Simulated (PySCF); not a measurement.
Al(H)(NCO)(OMe) (C2H4AlNO2), SMILES C[O][AlH][N]=C=O. Atoms are numbered in the order given.

```xyz
10

Al    -1.0709     0.6030     0.0000
H     -2.6332     0.7963     0.0000
N     -0.3129    -1.0182     0.0000
C      0.1908    -2.1221     0.0000
O      0.6815    -3.1981     0.0000
O     -0.0804     1.9881     0.0000
C      1.2906     2.2892     0.0000
H      1.5551     2.8940    -0.8962
H      1.9377     1.3815     0.0000
H      1.5551     2.8940     0.8962
```

The structure is a stationary point at PBE-D3(BJ)/def2-SVP. The structure was generated by enumeration; whether it is a known compound was not checked. The values are those of a single conformer.

The numbers are results of PBE/def2-TZVP in PySCF, not measurements.

Isolated molecule, no solvent.

| Quantity | Result |
|---|---|
| total energy | -526.01675 hartree |
| point group | Cs |
| highest occupied level | -6.88 eV |
| lowest empty level | -1.80 eV |
| orbital gap | 5.08 eV |
| dipole moment | 1.67 D |
| quadrupole, principal values (traceless, Buckingham form, about the centre of nuclear charge) | -13.51, 5.77, 7.74 D·Å |
| mean static polarisability | 63.9 bohr³ (9.46 Å³) |
| polarisability, principal values | 45.3, 60.6, 85.8 bohr³ |
